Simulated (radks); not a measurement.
Coulomb parameter of the 4f shell of the praseodymium ion Pr+ in the model configuration [Xe] 4f2 5d1 6s1, as a second difference U = [E(n + 0.25) + E(n - 0.25) - 2 E(n)] / (0.25)^2 with all orbitals relaxed. "Bare": the charge of the atom changes with n. "Screened": the 5d shell takes up the change at fixed total charge, which measures U(4f,4f) + U(5d,5d) - 2 U(4f,5d). All-electron calculation, Dirac Kohn-Sham, PBE, spin-unpolarised, spherical densities, point nucleus; open shells are shared between the two j in proportion to 2j + 1. Program: a radial shooting solver on a logarithmic mesh with Libxc functionals.

| case | configuration | E - E(n) (eV) |
|---|---|---|
| start | [Xe] 4f2 5d1 6s1 | 0.000 |
| bare +0.25 | [Xe] 4f2.25 5d1 6s1 | -2.604 |
| bare -0.25 | [Xe] 4f1.75 5d1 6s1 | 3.510 |
| screened +0.25 | [Xe] 4f2.25 5d0.75 6s1 | -0.765 |
| screened -0.25 | [Xe] 4f1.75 5d1.25 6s1 | 1.047 |

U(bare) = 14.484 eV, U(screened by 5d) = 4.517 eV, against the Slater integral F0(4f,4f) = 24.324 eV with frozen orbitals.
